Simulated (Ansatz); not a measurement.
Isolated molecules relaxed with PBE0-D4/def2-TZVP in Ansatz; ΔE leaves out vibrations. CBS: MP2 limit from def2 TZ/QZ plus the TZ coupled-cluster correction, frozen cores. This one scheme is used for every species. DFT in def2-TZVPP. Each species was taken in one conformer, which may not be the lowest.

`[OH][Al]([F])[SH]` + `O[SiH3]` → `[OH][Al]([SH])[O][SiH3]` + H–F  (ligand exchange at the Al–F bond)

```
                  species  BLYP energy (Eh)
      `[OH][Al]([F])[SH]`        -817.16458
                `O[SiH3]`        -367.17676
`[OH][Al]([SH])[O][SiH3]`       -1083.84706
                      H–F        -100.48139
```

Question: Work out ΔE.

Answer: ΔE = (-1083.84706) + (-100.48139) − (-817.16458) − (-367.17676) = 0.01289 Eh = +33.8 kJ/mol. CCSD(T)/CBS gives +20.1 kJ/mol.

Largest T1 diagnostic among the species: 0.012.

The D4 term adds −7.5 kJ/mol with B3LYP and −4.5 kJ/mol with PBE0; it sums over pairs of atoms, weighted by their polarisabilities, and B3LYP, whose exchange is more repulsive, gets the larger term. Leaving LDA and LC-ωPBE aside and taking each functional with its dispersion term where it has one, the values, not all of them listed here, spread over 9.0 kJ/mol, from BHLYP-D4 to B97M-V. LDA lies −5.4 kJ/mol from PBE without D4.

B3LYP here is the variant with VWN-RPA as its local correlation; programs differ in this.
